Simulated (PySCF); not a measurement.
C₅H₆O, SMILES C(=C=C)OC=C.

Coordinates come from a B3LYP-D3(BJ)/def2-SVP optimisation. One conformer was computed; it need not be the lowest.

All values below come from B3LYP-D3(BJ)/def2-SVP run with PySCF.

No scaling factor is applied to the harmonic values.

Computed harmonic wavenumbers and intensities:
| mode | ν (cm⁻¹) | IR (km/mol) | Raman (Å⁴/amu) | depolarisation | moving atoms (share of kinetic energy) |
|---|---|---|---|---|---|
| 1 | 60 | 0.4 | 9.9 | 0.65 | C 64 %, H 25 %, O 11 % |
| 2 | 158 | 3.2 | 10.0 | 0.75 | C 59 %, H 33 %, O 8 % |
| 3 | 246 | 6.0 | 4.8 | 0.69 | H 42 %, C 33 %, O 25 % |
| 4 | 279 | 3.2 | 3.2 | 0.43 | C 71 %, H 24 % |
| 5 | 328 | 5.2 | 1.4 | 0.70 | C 55 %, H 40 % |
| 6 | 546 | 1.3 | 1.6 | 0.74 | C 43 %, H 41 %, O 16 % |
| 7 | 593 | 5.9 | 3.9 | 0.29 | C 71 %, H 17 %, O 11 % |
| 8 | 665 | 2.3 | 4.6 | 0.75 | H 55 %, C 32 %, O 13 % |
| 9 | 714 | 1.1 | 8.6 | 0.58 | H 63 %, C 30 % |
| 10 | 851 | 60.7 | 4.6 | 0.56 | H 72 %, C 28 % |
| 11 | 888 | 20.4 | 9.7 | 0.53 | H 82 %, C 17 % |
| 12 | 906 | 39.5 | 0.3 | 0.75 | H 74 %, C 26 % |
| 13 | 975 | 25.2 | 6.3 | 0.32 | O 37 %, C 33 %, H 30 % |
| 14 | 990 | 13.1 | 4.2 | 0.58 | H 87 %, C 13 % |
| 15 | 1003 | 2.0 | 1.0 | 0.32 | H 65 %, C 34 % |
| 16 | 1013 | 38.0 | 16.0 | 0.25 | C 58 %, H 28 %, O 14 % |
| 17 | 1159 | 10.1 | 43.2 | 0.39 | H 55 %, C 42 % |
| 18 | 1251 | 288.0 | 19.3 | 0.18 | C 43 %, O 29 %, H 28 % |
| 19 | 1350 | 70.7 | 15.6 | 0.58 | H 79 %, O 13 % |
| 20 | 1360 | 80.2 | 13.3 | 0.48 | H 77 %, C 20 % |
| 21 | 1413 | 8.1 | 5.0 | 0.66 | H 83 %, C 16 % |
| 22 | 1479 | 80.5 | 12.5 | 0.70 | H 51 %, C 47 % |
| 23 | 1701 | 184.0 | 38.9 | 0.14 | C 85 %, H 14 % |
| 24 | 2083 | 7.6 | 12.1 | 0.36 | C 98 % |
| 25 | 3103 | 8.3 | 325.6 | 0.15 | H 95 % |
| 26 | 3135 | 9.8 | 71.3 | 0.22 | H 92 %, C 8 % |
| 27 | 3167 | 4.2 | 90.4 | 0.16 | H 95 % |
| 28 | 3185 | 1.3 | 176.7 | 0.75 | H 89 %, C 11 % |
| 29 | 3198 | 9.4 | 167.4 | 0.26 | H 91 %, C 9 % |
| 30 | 3267 | 5.1 | 73.2 | 0.59 | H 89 %, C 11 % |
